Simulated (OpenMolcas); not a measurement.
## Ru3+ in a ligand field

Ru3+ with 6 ligands (water) in octahedral coordination (Th) at 2.04 Å. Ligand basis ANO-RCC-VDZP.

* Program: OpenMolcas
* Method: SS-CASPT2, IPEA 0.25 Eh, imaginary shift 0.1 Eh (closed shells correlated: 4s 4p and the ligand valence shells)
* Basis: ANO-RCC-VDZP [6s5p3d1f]
* Scalar Hamiltonian: DKH2, point nucleus
* Active space: 5 electrons in 5 orbitals (4d)
* State averaging: 2S+1 = 6 even, 1 root; 2S+1 = 4 even, 24 roots; 2S+1 = 2 even, 75 roots
* Spin-orbit coupling: RASSI with atomic mean-field integrals over the reference wave functions

The lowest spin-free states (labels of O, taken over from Oh, the nearest higher group), above the lowest:

| State | Degeneracy | E (cm-1) |
| --- | --- | --- |
| 2T2 | 3 | 0 |
| 4T1 | 3 | 11880 |
| 6A1 | 1 | 16200 |
| 4T2 | 3 | 16630 |
| 2A2 | 1 | 20710 |
| 2T1 | 3 | 21130 |
| 2T2 | 3 | 23330 |
| 2E | 2 | 24290 |
| 2T1 | 3 | 28370 |
| 2T2 | 3 | 29750 |
| 2A1 | 1 | 32090 |
| 4A1 | 1 | 34910 |
| 4E | 2 | 35110 |
| 4T2 | 3 | 37170 |
| 2E | 2 | 37400 |
| 4E | 2 | 38860 |
| 2A1 | 1 | 43420 |
| 2T2 | 3 | 44630 |
| 4T1 | 3 | 46140 |
| 4A2 | 1 | 46420 |

The lowest levels with spin-orbit coupling:

```csv
E (cm-1),Degeneracy,Label,2S+1,g
0,2,Γ7,2,2.15 2.15 2.15
1960,4,Γ8,2,
12670,4,Γ8,4,
12910,2,Γ7,4 (89 %),2.34 2.34 2.34
13480,4,Γ8,4,
13710,2,Γ6,4,3.02 3.02 3.02
17980,4,Γ8,4 (68 %),
18000,2,Γ6,4,2.63 2.63 2.63
18150,4,Γ8,4 (85 %),
18170,2,Γ7,6 (49 %),0.30 0.30 0.30
18320,2,Γ7,4 (59 %),0.34 0.34 0.34
18380,4,Γ8,4 (53 %),
22160,4,Γ8,2,
22300,2,Γ7,2,2.48 2.48 2.48
23150,2,Γ6,2,0.02 0.02 0.02
24660,2,Γ7,2,1.87 1.87 1.87
25030,4,Γ8,2,
25930,4,Γ8,2,
29580,4,Γ8,2,
29900,2,Γ6,2,1.22 1.22 1.22
```

Powder χT (cm3 K/mol): 0.436 at 2 K, 0.441 at 10 K, 0.466 at 50 K, 0.498 at 100 K, 0.561 at 200 K, 0.624 at 300 K. The effective moment at 300 K is 2.828 √(χT) = 2.23 μB.

The lowest level has 2S+1 = 2, for which the spin-only value is χT = S(S+1) / 2 = 0.375 cm3 K/mol (g = 2). The computed 0.624 at 300 K differs by +0.249, through orbital momentum, spin-orbit coupling and any other state in reach. With a threefold ground state the orbital momentum is unquenched, so the spin-only value is not expected to hold.

A least-squares ligand-field fit to the states below 45000 cm-1, each weighted by its degeneracy and with a free common offset, gives 10Dq = 24865 cm-1, B = 572 cm-1 and C = 2587 cm-1 (C/B = 4.53), with an rms deviation of 316 cm-1.

The same method and metal basis give the free ion B = 763 cm-1 (fit to its terms below 60000 cm-1, rms deviation 718 cm-1), so the nephelauxetic ratio is β = 572 / 763 = 0.75; it hangs on how both fits weigh the states, and computed free-ion B values tend to be too large, so β mixes covalency with correlation.

Roots that are degenerate in the reference are averaged as groups; the widest CASPT2 spread within a group is 480 cm-1 (the 3-fold group of multiplicity 4 near 65600 cm-1 above the lowest state of its run). Shifts and gaps below about the spread of the groups concerned are not significant. Over all roots computed the reference weight is 0.69 to 0.70; a low but even weight reflects the number of correlated electrons. An orbital triplet at a regular site is open to Jahn-Teller coupling, which can distort the site and quench the lowest spin-orbit gaps and is left out. The least metal-like active orbital is 80 % on the metal (Löwdin) and no ligand orbital is active, so the numbers are rough. Ligand-to-metal charge-transfer states are missing. With no ligand orbital active B as a rule stays too high, so bands that hang on it stand too high and its fall with covalency is understated. With one d shell and no ligand orbital active, 10Dq can be off by a tenth or more. No measured value stands beside these numbers; the geometry is a model, was not optimised and need not be the one that this ion takes.

The CASPT2 steps took 9.4 min on 1 thread of Intel(R) Xeon(R) 6975P-C (Granite Rapids), with other jobs on the host; the integral step is not counted.
